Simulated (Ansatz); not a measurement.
Reaction (hydrogenolysis of the Si–F bond): `F[SiH]1BO1` + H₂ → `B1O[SiH2]1` + H–F

Computed with Ansatz on PBE0-D4/def2-TZVP structures; ΔE is electronic, products minus reactants. CBS: MP2 limit from def2 TZ/QZ plus the TZ coupled-cluster correction, frozen cores. This one scheme is used for every species. DFT in def2-TZVPP. HSE06 is defined as in plane-wave codes.

CCSD(T)/CBS gives +27.7 kcal/mol.

Another level gave +27.2 kcal/mol. Which?
A. ωB97X-V/def2-TZVPP
B. HSE06/def2-TZVPP
C. r2SCAN-D4/def2-TZVPP
D. CCSD/def2-TZVPP

D. CCSD/def2-TZVPP 27.2, ωB97X-V 28.4, HSE06 25.9, r2SCAN-D4 29.6 kcal/mol.

Largest T1 diagnostic among the species: 0.017.

From r2SCAN to r2SCAN0 (25 % exact exchange), in def2-TZVPP and without D4, ΔE moves by −1.0 kcal/mol. Leaving LDA and LC-ωPBE aside and taking each functional with its dispersion term where it has one, the values, not all of them listed here, spread over 3.5 kcal/mol, from HSE06-D4 to r2SCAN-D4. At CCSD(T), def2-SVP lies −4.3 kcal/mol from the extrapolated value and def2-TZVPP −0.4 kcal/mol.
